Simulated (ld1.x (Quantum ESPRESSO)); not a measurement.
Which change was made? (F, ultrasoft)

ld1.x (Quantum ESPRESSO) 7.5 input, shortened:

```
&input
   title='F', zed=9., rel=0, dft='PW91', iswitch=3,
   config='[He] 2s1 2p6 3d-2'
 /
 &inputp
   pseudotype=3, tm=.true., lloc=-2, rcloc=1.05,
   nlcc=.false.
 /
6
2S  1  0   1.00   0.00  0.45  0.60  0.0
2S  1  0   0.00  -1.90  0.45  0.60  0.0
2P  2  1   6.00   0.00  1.20  1.65  0.0
2P  2  1   0.00   0.55  1.20  1.65  0.0
3D  3  2  -2.00  -0.10  1.40  1.90  0.0
3D  3  2  -2.00   1.15  1.40  1.90  0.0
 &test
   configts(1)='2s1 2p6'
 /
```

Cutoffs, loose and tight: the cutoffs (Ry, on a coarse ladder) from which the occupation-weighted sum of valence levels, in a spherical-Bessel basis at the reference potential, stays within 10 and 1 mRy of its value at 400 Ry. They do not see the model core or the augmentation charge, which bear on the density cutoff. Test errors are all-electron minus pseudo excitation energies from the reference, over the configurations 2s2 2p5; 2s2 2p4; 2s2 2p3; 2s2 2p4.5; 2s1 2p5; 2s2 2p2; 2s2 2p5.3; variants that change the core or the reference have their own tests. The largest error is taken over the tests solved by every variant that gives reliable tests at all, those not shown here included: 2s1 2p5; 2s2 2p2; 2s2 2p4; 2s2 2p4.5; 2s2 2p5; 2s2 2p5.3.

The base gives: outcome: generated; cutoff, loose: 90 Ry; cutoff, tight: 120 Ry; bound ghosts: none; largest test error (meV): +892.

(1) After one change the result is: outcome: generated; cutoff, loose: 100 Ry; cutoff, tight: 230 Ry; bound ghosts: none; largest test error (meV): +2092. Which change was it?
A. type TM semilocal; waves now 2s (bound): rc 0.60 bohr; 2p (bound): rc 1.65 bohr; 3d channel at -0.1 Ry: rc 1.90 bohr; local potential the d channel
B. local potential all-electron potential smoothed inside 1.36 bohr (lloc = -2)
C. waves 2s (bound): rcut 0.45, rcutus 0.68 bohr; 2s channel at -1.9 Ry: rcut 0.45, rcutus 0.68 bohr

## Answers

(1) A. The others give: local potential all-electron potential smoothed inside 1.36 bohr (lloc = -2) → outcome: generated, overlap not positive; bound ghosts: not determined (overlap not positive); largest test error (meV): +888 | waves 2s (bound): rcut 0.45, rcutus 0.68 bohr; 2s channel at -1.9 Ry: rcut 0.45, rcutus 0.68 bohr → outcome: generated; cutoff, loose: 60 Ry; cutoff, tight: 90 Ry; bound ghosts: none; largest test error (meV): +894. A file whose overlap is not positive is unfit for use, and its test errors describe a broken file.
